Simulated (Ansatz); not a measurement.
Molecular dynamics of CH$_{11}$NOSi$_{3}$

The input (input.yaml):

```yaml
crystal:
  periodic: [false, false, false]
  atoms:
    - { symbol: Si, position_ang: [0.004304, -0.067855, -0.019345] }
    - { symbol: O, position_ang: [-0.009767, -0.250598, 1.699865] }
    - { symbol: C, position_ang: [-1.147873, -0.331788, 2.555134] }
    - { symbol: H, position_ang: [-1.785225, -1.17682, 2.296316] }
    - { symbol: H, position_ang: [-0.785902, -0.464798, 3.566527] }
    - { symbol: H, position_ang: [-1.745197, 0.578393, 2.51274] }
    - { symbol: "N", position_ang: [1.643789, 0.051914, -0.601704] }
    - { symbol: H, position_ang: [2.216176, -0.753928, -0.756837] }
    - { symbol: H, position_ang: [2.162574, 0.906904, -0.568672] }
    - { symbol: Si, position_ang: [-1.089442, 1.946608, -0.590721] }
    - { symbol: H, position_ang: [-2.384112, 2.09481, 0.138506] }
    - { symbol: H, position_ang: [-0.225276, 3.119896, -0.261964] }
    - { symbol: H, position_ang: [-1.37511, 1.964408, -2.055289] }
    - { symbol: Si, position_ang: [-0.942676, -1.995605, -1.001324] }
    - { symbol: H, position_ang: [-2.176791, -2.426802, -0.279426] }
    - { symbol: H, position_ang: [-1.306712, -1.715918, -2.421348] }
    - { symbol: H, position_ang: [0.03744, -3.12272, -0.97666] }
basis:
  gaussian: { orbitals: "6-31G" }
hamiltonian:
  xc: { name: BHLYP }
  dispersion: d4
md:
  timestep: 1.0
  n_steps: 89
  ensemble: nvt_langevin
  temperature: 300.0
  initial_velocities: maxwell_boltzmann
  seed: 304693
  friction: 0.02
  masses: [{ species: H, mass: 2.014 }]
```

Launched with:

```bash
$ ansatz run input.yaml --threads 1 --pin off --max-ram 2048MiB --backend cpu --events-out ev --progress --plain --runs-dir out
```

It starts from a relaxed structure.

Output, in part (step lines, the closing report, with atoms numbered from 0):

```
md step     0: t =     0.00 fs  T =   282.4 K  F+E_penalty+E_count = -28379.23892418 eV  E_kin = 0.620448 eV  (26 SCF iters)
[... lines left out ...]
Total energy: -28378.72382732 eV, -1042.8988648642 hartree
Atom 0 at     0.118001    -0.002779    -0.037402 Å, force     0.095966    -0.442288    -1.916932 eV/Å
Atom 1 at     0.082135    -0.498413     1.562400 Å, force    -1.041659    -0.212040     2.084778 eV/Å
Atom 2 at    -1.018218    -0.493353     2.517032 Å, force     0.132741    -0.474140    -0.956657 eV/Å
Atom 3 at    -1.936027    -1.068768     2.200258 Å, force     1.140911     0.713724    -0.016234 eV/Å
Atom 4 at    -0.612671    -0.973102     3.383670 Å, force    -0.028168    -0.032252     0.505117 eV/Å
Atom 5 at    -1.268739     0.536938     2.717306 Å, force    -0.347414     0.124674     0.279638 eV/Å
Atom 6 at     1.817740    -0.005819    -0.493274 Å, force    -1.829581     1.783208     1.003600 eV/Å
Atom 7 at     2.267476    -0.680706    -1.022518 Å, force     0.886021    -1.025421    -0.692346 eV/Å
Atom 8 at     2.344076     0.725598    -0.066047 Å, force     0.758769    -0.163528    -0.261263 eV/Å
Atom 9 at    -0.957267     2.116973    -0.530566 Å, force    -0.484726    -1.226594     0.992111 eV/Å
Atom 10 at    -2.357291     2.123146     0.103060 Å, force     0.649532     0.106877    -0.309197 eV/Å
Atom 11 at    -0.126891     3.177797     0.027190 Å, force     0.232401     0.637690     0.194290 eV/Å
Atom 12 at    -1.075011     2.246415    -1.980382 Å, force    -0.043411     0.079304    -0.545219 eV/Å
Atom 13 at    -0.989266    -1.892628    -0.950423 Å, force    -0.167268     1.008145    -0.969424 eV/Å
Atom 14 at    -2.338481    -1.817310    -0.276623 Å, force     0.192393    -0.359512    -0.215051 eV/Å
Atom 15 at    -1.159406    -1.760971    -2.481568 Å, force    -0.030410    -0.290079     0.812559 eV/Å
Atom 16 at    -0.195580    -3.090894    -0.591685 Å, force    -0.116098    -0.227768     0.010231 eV/Å
Dipole moment:    -0.050423     0.157353     0.022316 e Å
```

The steps, from the saved trajectory:

```csv
time (fs),T (K),potential energy less start (eV)
0,282,0.000
3,222,0.185
6,92,0.378
9,115,0.319
12,152,0.194
15,171,0.145
18,182,0.299
21,127,0.394
24,159,0.397
27,207,0.336
30,252,0.284
33,220,0.351
36,244,0.379
39,281,0.356
42,321,0.313
45,257,0.408
48,242,0.456
51,263,0.468
54,295,0.478
57,297,0.494
60,294,0.557
63,277,0.580
66,274,0.636
69,269,0.700
72,278,0.593
75,368,0.467
78,336,0.460
81,217,0.690
84,248,0.656
87,309,0.624
```

All steps were run. A run of 0.089 ps of so small a system gives no equilibrium averages. Limits of this set-up: no polarisation functions.

The same pairs are bonded in the first frame and the last. Pairs count as bonded within 1.25 times the sum of covalent radii (0.12 Å more for H–H).

Last frame:

```xyz
17
Properties=species:S:1:pos:R:3
Si 0.118 -0.003 -0.037
O 0.082 -0.498 1.562
C -1.018 -0.493 2.517
H -1.936 -1.069 2.200
H -0.613 -0.973 3.384
H -1.269 0.537 2.717
N 1.818 -0.006 -0.493
H 2.268 -0.681 -1.022
H 2.344 0.726 -0.066
Si -0.957 2.117 -0.531
H -2.357 2.123 0.103
H -0.127 3.178 0.027
H -1.075 2.246 -1.980
Si -0.989 -1.893 -0.950
H -2.338 -1.817 -0.277
H -1.159 -1.761 -2.482
H -0.196 -3.091 -0.592
```

The run took 14 min on 1 thread of Arm Neoverse V1, with other jobs on the host, peak memory 0.23 GiB.
